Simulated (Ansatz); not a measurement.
Consider the ligand exchange at a Ge–N bond: `[NH2][GeH3]` + `BS` → `B[S][GeH3]` + NH₃.

Isolated molecules relaxed with PBE0-D4/def2-TZVP in Ansatz; ΔE leaves out vibrations. CCSD(T)/CBS is the MP2 limit (def2-TZVPP, def2-QZVPP) plus CCSD(T) − MP2 in def2-TZVPP, frozen cores. This one scheme is used for every species. Functionals use def2-TZVPP. For Ge outer-core shells are correlated without core-valence functions, which leaves a few kJ/mol of doubt a bond. Scalar relativity is left out up to krypton.

| level | ΔE (kJ/mol) |
| --- | --- |
| PBE-D4 | -49.4 |
| PBE0-D4 | -49.1 |
| B2PLYP | -41.6 |
| BHLYP | -39.6 |

Problem. What does CCSD(T)/CBS give? (Estimate.)

Solution. Computed: -45.4 kJ/mol. The listed levels differ from it by -4.0, -3.7, 3.8, 5.8 kJ/mol.

Largest T1 diagnostic among the species: 0.015.

In def2-TZVPP, CCSD(T) changes the Hartree–Fock value by −6.0 kJ/mol (the triples alone add −1.7 kJ/mol) and MP2 by −9.1 kJ/mol. At CCSD(T), def2-SVP lies +12.3 kJ/mol from the extrapolated value and def2-TZVPP +3.1 kJ/mol.
